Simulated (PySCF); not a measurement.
Stationary points of [Br3]+

Level of theory: PySCF, PBE0, basis Br def2-TZVP (no relativity, density fitting).

Relaxations began from a few typed shapes. The search is not exhaustive: other isomers or separated fragments can lie lower, and high-lying points may rest on an excited occupation.

**Question.** Order these stationary points by electronic energy, lowest first, in kJ/mol from the lowest minimum.
A. singlet D∞h: Br–Br 2.380 Å (×2); Br–Br–Br 180.0°
B. singlet C2v: Br–Br 2.273 Å (×2); Br–Br–Br 107.8°

**Answer.** B (0.0), A (175.4).

**Question.** Which of them are minima?

**Answer.** By energy in kJ/mol, 0.0: minimum; 175.4: saddle point, 1 imaginary mode.

The electron or spin density has lower symmetry than the nuclear frame for the singlet D∞h at 175.4 kJ/mol.
